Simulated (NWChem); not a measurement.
System: C3H7Br; SMILES CC(C)Br

NWChem printed, in part:

```
             Northwest Computational Chemistry Package (NWChem) 7.3.0
             --------------------------------------------------------

 CS  symmetry detected

                             Geometry "geometry" -> ""
                             -------------------------

 Output coordinates in angstroms (scale by  1.889725989 to convert to a.u.)

  No.       Tag          Charge          X              Y              Z
 ---- ---------------- ---------- -------------- -------------- --------------
    1 C                    6.0000     0.13469325     1.54711719    -1.26820300
    2 C                    6.0000    -0.39993862     0.91806170     0.00000000
    3 C                    6.0000     0.13469325     1.54711719     1.26820300
    4 Br                  35.0000     0.01882161    -1.00903256     0.00000000
    5 H                    1.0000     1.23294702     1.48707046    -1.30528300
    6 H                    1.0000    -0.15241375     2.61147486    -1.29882100
    7 H                    1.0000    -0.26865823     1.05608856    -2.16455300
    8 H                    1.0000    -1.49919389     0.93309544     0.00000000
    9 H                    1.0000     1.23294702     1.48707046     1.30528300
   10 H                    1.0000    -0.15241375     2.61147486     1.29882100
   11 H                    1.0000    -0.26865823     1.05608856     2.16455300

 Effective nuclear repulsion energy (a.u.)     251.1002498302

      Symmetry information
      --------------------

 Group name             Cs
 Group number              2
 Group order               2
 No. of unique centers     7

                                 NWChem DFT Module
                                 -----------------

 Summary of "ao basis" -> "ao basis" (spherical)
 ------------------------------------------------------------------------------
       Tag                 Description            Shells   Functions and Types
 ---------------- ------------------------------  ------  ---------------------
 C                           6-31g*                  6       14   3s2p1d
 Br                          6-31g*                 12       32   5s4p3d
 H                           6-31g*                  2        2   2s

      Symmetry analysis of basis
      --------------------------

        a'         54
        a"         34

            General Information
            -------------------
          SCF calculation type: DFT
          Wavefunction type:  closed shell.
          No. of atoms     :    11
          No. of electrons :    60
           Alpha electrons :    30
            Beta electrons :    30
          Charge           :     0
          Spin multiplicity:     1
          Use of symmetry is: on ; symmetry adaption is: on
          Maximum number of iterations: 150
          AO basis - number of functions:    88
                     number of shells:    44
          Convergence on energy requested:  1.00D-06
          Convergence on density requested:  1.00D-05
          Convergence on gradient requested:  5.00D-04

              XC Information
              --------------
                        Slater Exchange Functional  1.000 local
                      VWN V Correlation Functional  1.000 local

             Grid Information
             ----------------
          Grid used for XC integration:  medium
          Radial quadrature: Mura-Knowles
          Angular quadrature: Lebedev.
          Tag              B.-S. Rad. Rad. Pts. Rad. Cut. Ang. Pts.
          ---              ---------- --------- --------- ---------
          C                   0.70       49          10.0       434
          Br                  1.15      112          10.0       590
          H                   0.35       45          11.0       434
          Grid pruning is: on
          Number of quadrature shells:   390
          Spatial weights used:  Erf1

      Superposition of Atomic Density Guess
      -------------------------------------

 Sum of atomic energies:       -2688.55566875

      Non-variational initial energy
      ------------------------------

 Total energy =   -2690.761860
 1-e energy   =   -4235.868323
 2-e energy   =    1294.006213
 HOMO         =      -0.350331
 LUMO         =       0.036049

      Symmetry analysis of molecular orbitals - initial
      -------------------------------------------------

  Numbering of irreducible representations:

     1 a'          2 a"

  Orbital symmetries:

     1 a'          2 a'          3 a'          4 a"          5 a'
     6 a'          7 a"          8 a'          9 a'         10 a'
    11 a"         12 a'         13 a'         14 a"         15 a'
    16 a"         17 a'         18 a'         19 a"         20 a'
    21 a'         22 a'         23 a'         24 a"         25 a"
    26 a'         27 a"         28 a'         29 a"         30 a'
    31 a'         32 a'         33 a'         34 a"         35 a'
    36 a'         37 a"         38 a"         39 a'         40 a"

     ---------------------------------------------
      Total Density - Mulliken Population Analysis
     ---------------------------------------------

    Atom       Charge   Shell Charges
 -----------   ------   -------------------------------------------------------
    1 C    6     6.67   2.00  0.72  2.04  0.67  1.21  0.03
    2 C    6     5.96   2.00  0.69  1.66  0.62  0.95  0.05
    3 C    6     6.67   2.00  0.72  2.04  0.67  1.21  0.03
    4 Br  35    35.28   2.00  2.00  6.00  2.00  5.99  1.57  3.88  0.37  1.44  6.97  2.93  0.13
    5 H    1     0.78   0.47  0.31
    6 H    1     0.77   0.46  0.31
    7 H    1     0.77   0.47  0.30
    8 H    1     0.79   0.48  0.31
    9 H    1     0.78   0.47  0.31
   10 H    1     0.77   0.46  0.31
   11 H    1     0.77   0.47  0.30

   convergence    iter        energy       DeltaE   RMS-Dens  Diis-err
 ---------------- ----- ----------------- --------- --------- ---------
 d= 0,ls=0.0,diis     1  -2687.6398320241 -2.94D+03  1.29D-02  7.22D-01
 d= 0,ls=0.0,diis     2  -2687.5730036847  6.68D-02  1.16D-02  1.04D+00
 d= 0,ls=0.0,diis     3  -2687.6770284199 -1.04D-01  3.97D-03  1.51D-01
 d= 0,ls=0.0,diis     4  -2687.6978389164 -2.08D-02  5.70D-04  4.40D-03
 d= 0,ls=0.0,diis     5  -2687.6983120655 -4.73D-04  1.51D-04  3.01D-04
  Resetting Diis
 d= 0,ls=0.0,diis     6  -2687.6983460795 -3.40D-05  3.39D-05  2.60D-05
 d= 0,ls=0.0,diis     7  -2687.6983488381 -2.76D-06  1.74D-05  5.26D-07
 d= 0,ls=0.0,diis     8  -2687.6983488188  1.93D-08  8.64D-06  8.21D-07

         Total DFT energy =    -2687.698348818793
      One electron energy =    -4239.549439931082
           Coulomb energy =     1406.197875863461
    Exchange-Corr. energy =     -105.447034581360
 Nuclear repulsion energy =      251.100249830187

 Numeric. integr. density =       60.000013022887

                  Occupations of the irreducible representations
                  ----------------------------------------------

                     irrep           alpha         beta
                     --------     --------     --------
                     a'               20.0         20.0
                     a"               10.0         10.0

                       DFT Final Molecular Orbital Analysis
                       ------------------------------------

 Vector   28  Occ=2.000000D+00  E=-3.036479D-01  Symmetry=a'
              MO Center= -4.7D-02,  6.0D-01, -3.3D-12, r^2= 4.0D+00
   Bfn.  Coefficient  Atom+Function         Bfn.  Coefficient  Atom+Function
  ----- ------------  ---------------      ----- ------------  ---------------
    54      0.497144   4 Br py               50     -0.224742   4 Br py
    18     -0.203853   2 C  py               17      0.181917   2 C  px
    78      0.155651   6 H  s                82     -0.156077   8 H  s
    86      0.155651  10 H  s                 4      0.149508   1 C  py
    32      0.149508   3 C  py               58      0.148073   4 Br py

 Vector   29  Occ=2.000000D+00  E=-2.374336D-01  Symmetry=a"
              MO Center=  9.3D-03, -8.0D-01,  6.4D-12, r^2= 2.1D+00
   Bfn.  Coefficient  Atom+Function         Bfn.  Coefficient  Atom+Function
  ----- ------------  ---------------      ----- ------------  ---------------
    55      0.755784   4 Br pz               59      0.352534   4 Br pz
    51     -0.341835   4 Br pz                6      0.105125   1 C  s
    34     -0.105125   3 C  s                19     -0.103391   2 C  pz
    47      0.102840   4 Br pz                4     -0.094363   1 C  py
    32      0.094363   3 C  py               78     -0.086645   6 H  s

 Vector   30  Occ=2.000000D+00  E=-2.372484D-01  Symmetry=a'
              MO Center= -2.7D-02, -8.1D-01, -6.2D-12, r^2= 2.0D+00
   Bfn.  Coefficient  Atom+Function         Bfn.  Coefficient  Atom+Function
  ----- ------------  ---------------      ----- ------------  ---------------
    53      0.728537   4 Br px               57      0.344298   4 Br px
    49     -0.330037   4 Br px               54      0.168596   4 Br py
    82      0.143693   8 H  s                17     -0.134936   2 C  px
    81      0.101262   8 H  s                45      0.099298   4 Br px
     6     -0.097798   1 C  s                34     -0.097798   3 C  s

 Vector   31  Occ=0.000000D+00  E=-3.450486D-02  Symmetry=a'
              MO Center= -1.0D-01, -1.8D-01, -5.7D-13, r^2= 3.3D+00
   Bfn.  Coefficient  Atom+Function         Bfn.  Coefficient  Atom+Function
  ----- ------------  ---------------      ----- ------------  ---------------
    20      0.773445   2 C  s                58     -0.688712   4 Br py
    22     -0.599593   2 C  py               54     -0.492405   4 Br py
    18     -0.445063   2 C  py               56     -0.387850   4 Br s
    52      0.237843   4 Br s                50      0.207859   4 Br py
    16      0.160817   2 C  s                78      0.147906   6 H  s

 Vector   32  Occ=0.000000D+00  E= 5.306831D-02  Symmetry=a'
              MO Center= -3.8D-01,  1.6D+00, -2.3D-11, r^2= 5.3D+00
   Bfn.  Coefficient  Atom+Function         Bfn.  Coefficient  Atom+Function
  ----- ------------  ---------------      ----- ------------  ---------------
     6      1.045852   1 C  s                34      1.045852   3 C  s
    20      0.916024   2 C  s                82     -0.873571   8 H  s
    78     -0.827025   6 H  s                86     -0.827025  10 H  s
    80     -0.525484   7 H  s                88     -0.525484  11 H  s
    21     -0.418611   2 C  px               76     -0.392338   5 H  s

 Vector   33  Occ=0.000000D+00  E= 9.545452D-02  Symmetry=a'
              MO Center=  1.4D-01,  1.3D+00,  6.7D-11, r^2= 5.1D+00
   Bfn.  Coefficient  Atom+Function         Bfn.  Coefficient  Atom+Function
  ----- ------------  ---------------      ----- ------------  ---------------
    82      1.144744   8 H  s                76     -0.985102   5 H  s
    84     -0.985102   9 H  s                20     -0.682463   2 C  s
     6      0.628823   1 C  s                34      0.628823   3 C  s
    21      0.510860   2 C  px                7      0.463816   1 C  px
    35      0.463816   3 C  px               78     -0.336186   6 H  s

     ---------------------------------------------
      Total Density - Mulliken Population Analysis
     ---------------------------------------------

    Atom       Charge   Shell Charges
 -----------   ------   -------------------------------------------------------
    1 C    6     6.53   2.00  0.66  2.15  0.65  1.05  0.03
    2 C    6     6.19   2.00  0.67  2.01  0.60  0.87  0.04
    3 C    6     6.53   2.00  0.66  2.15  0.65  1.05  0.03
    4 Br  35    35.12   2.00  2.00  6.00  2.00  5.98  1.66  3.79  0.31  1.34  6.94  2.92  0.18
    5 H    1     0.81   0.49  0.31
    6 H    1     0.82   0.49  0.33
    7 H    1     0.80   0.49  0.31
    8 H    1     0.79   0.50  0.29
    9 H    1     0.81   0.49  0.31
   10 H    1     0.82   0.49  0.33
   11 H    1     0.80   0.49  0.31

     -------------------------------------------
      Total Density - Lowdin Population Analysis
     -------------------------------------------

    Atom       Charge   Shell Charges
 -----------   ------   -------------------------------------------------------
    1 C    6     6.42   1.99  0.55  1.95  0.44  1.43  0.06
    2 C    6     6.17   1.99  0.54  1.82  0.42  1.31  0.10
    3 C    6     6.42   1.99  0.55  1.95  0.44  1.43  0.06
    4 Br  35    35.08   2.00  2.00  5.99  2.00  5.90  1.30  3.48  0.58  1.79  6.69  3.08  0.26
    5 H    1     0.85   0.47  0.37
    6 H    1     0.85   0.47  0.38
    7 H    1     0.84   0.48  0.37
    8 H    1     0.84   0.49  0.36
    9 H    1     0.85   0.47  0.37
   10 H    1     0.85   0.47  0.38
   11 H    1     0.84   0.48  0.37

     Multipole analysis of the density
     ---------------------------------

     L   x y z        total         alpha         beta         nuclear
     -   - - -        -----         -----         ----         -------
     0   0 0 0     -0.000000    -30.000000    -30.000000     60.000000

     1   1 0 0     -0.150223     -0.075112     -0.075112     -0.000000
     1   0 1 0      0.925498      0.462749      0.462749     -0.000000
     1   0 0 1      0.000000      0.000000      0.000000      0.000000

     2   2 0 0    -28.466618    -26.140175    -26.140175     23.813731
     2   1 1 0     -0.477450     -1.198417     -1.198417      1.919384
     2   1 0 1     -0.000000     -0.000000     -0.000000      0.000000
     2   0 2 0    -27.476388   -175.469358   -175.469358    323.462328
     2   0 1 1     -0.000000     -0.000000     -0.000000      0.000000
     2   0 0 2    -28.314038    -77.457785    -77.457785    126.601533
```

Level: LDA (Slater exchange, VWN5)/6-31G* (spherical d). Structure relaxed at the PBE0/def2-SVP level.

Q: Write an input that gives this output.

A: This is not unique; one that fits is the input that was run:
```
start job
memory heap 200 mb stack 900 mb global 1100 mb
geometry units angstroms noautoz
  C      0.139103    -1.545987    -1.268203
  C     -0.400328    -0.921042     0.000000
  C      0.139103    -1.545987     1.268203
  Br     0.003670     1.009201     0.000000
  H      1.236865    -1.477536    -1.305283
  H     -0.139849    -2.612511    -1.298821
  H     -0.267995    -1.058060    -2.164553
  H     -1.499436    -0.944489     0.000000
  H      1.236865    -1.477536     1.305283
  H     -0.139849    -2.612511     1.298821
  H     -0.267995    -1.058060     2.164553
end
basis spherical
  C library 6-31g*
  Br library 6-31g*
  H library 6-31g*
end
dft
  xc slater vwn_5
  iterations 150
  mulliken
end
task dft energy
```
